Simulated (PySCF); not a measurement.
Fast rotation and ring inversion assumed for equivalent nuclei, isolated molecule, non-relativistic, single conformer. Shielding tensors at PBE0/pcSseg-1 (GIAO); geometry from GFN2-xTB; PySCF 2.14.0 with density-fitted response routines.

Scale: 1H (σ = 31.72 ppm), 13C (σ = 186.93 ppm) against TMS (reference shieldings calculated alike). Acid and N–H amide carbonyl carbons lie up to 10 ppm further downfield in solution (hydrogen bonding). Shifts are as computed. Against solution values, carbons near 30 ppm lie about +3 ppm off and those near 130 ppm about +5 ppm; carbons on Cl a further +6 ppm. Of 1211 compounds with measured shifts, 218 miss one by over three times the rms of a fit or turn the order of signals round; such compounds aren't used in these exercises. Carbons bonded to Cl come out too deshielded. OH and NH positions are gas-phase values without hydrogen bonding to other molecules.

Q: Order these molecules by the shift of their most shielded carbon-bound hydrogen, lowest δ first.
A. C=C[P@H](=O)C1CCC1
B. CCC(C)(C)P=C=O
C. O=C(O)C(F)F
D. CO[SiH2]C(=O)NC1CC1

A: D (0.30 ppm, hydrogen on a three-membered-ring carbon), B (1.21 ppm, hydrogen on a methyl carbon), A (1.94 ppm, hydrogen on an sp3 CH bonded to P), C (6.24 ppm, hydrogen on an sp3 CH bonded to 2 F, α to a carbonyl).

Q: Order these molecules by the shift of their most deshielded carbon-bound hydrogen, lowest δ first.
A. O=C(O)C(F)F
B. C=C[P@H](=O)C1CCC1
C. CN1CCC1
D. CCC(C)(C)P=C=O
E. CO[SiH2]C(=O)NC1CC1

A: D (1.59 ppm, hydrogen on a methyl carbon), C (3.17 ppm, hydrogen on an sp3 CH2 bonded to N), E (4.07 ppm, hydrogen on a three-membered-ring carbon), A (6.24 ppm, hydrogen on an sp3 CH bonded to 2 F, α to a carbonyl), B (6.89 ppm, hydrogen on a terminal =CH2 carbon).

Q: How many 13C and 1H signals does each give (equivalence by symmetry and fast rotation, but not about amide C–N or C=N bonds)? `CO[SiH2]C(=O)NC1CC1`, `CCC(C)(C)P=C=O`, `C=C[P@H](=O)C1CCC1`, `O=C(O)C(F)F`, `CN1CCC1`, `C/C(=C\CCO)C(Cl)Cl`

A: CO[SiH2]C(=O)NC1CC1: 4 C, 6 H; CCC(C)(C)P=C=O: 5 C, 3 H; C=C[P@H](=O)C1CCC1: 6 C, 11 H; O=C(O)C(F)F: 2 C, 2 H; CN1CCC1: 3 C, 3 H; C/C(=C\CCO)C(Cl)Cl: 6 C, 6 H.
